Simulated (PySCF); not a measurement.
GeH₄O₂. Atoms are numbered in the order given.

```xyz
7

Ge     0.0000     0.0000     0.3429
O     -1.4503    -0.0880    -0.6773
O      1.4503     0.0880    -0.6773
H     -0.0474    -1.2983     1.1567
H      0.0474     1.2983     1.1567
H     -1.5639     0.6920    -1.2254
H      1.5639    -0.6920    -1.2254
```
Charge 0, spin multiplicity 1.

Geometry optimised at PBE0-D3(BJ)/def2-TZVP. The values are those of a single conformer.

Calculation: PySCF with M06-2X/def2-TZVPD.

Symmetry labels are those of the subgroup C2 that the program uses (full group C2).

Computed valence orbital energies around the gap with their symmetry:
```json
[
 {"orbital": "HOMO−7", "symmetry": "A", "energy (eV)": "-17.64"},
 {"orbital": "HOMO−6", "symmetry": "B", "energy (eV)": "-15.76"},
 {"orbital": "HOMO−5", "symmetry": "A", "energy (eV)": "-13.78"},
 {"orbital": "HOMO−4", "symmetry": "B", "energy (eV)": "-12.49"},
 {"orbital": "HOMO−3", "symmetry": "A", "energy (eV)": "-12.48"},
 {"orbital": "HOMO−2", "symmetry": "B", "energy (eV)": "-10.87"},
 {"orbital": "HOMO−1", "symmetry": "A", "energy (eV)": "-10.87"},
 {"orbital": "HOMO", "symmetry": "B", "energy (eV)": "-10.43"},
 {"orbital": "LUMO", "symmetry": "A", "energy (eV)": "0.07"},
 {"orbital": "LUMO+1", "symmetry": "B", "energy (eV)": "0.60"},
 {"orbital": "LUMO+2", "symmetry": "A", "energy (eV)": "1.01"},
 {"orbital": "LUMO+3", "symmetry": "B", "energy (eV)": "1.45"}
]
```
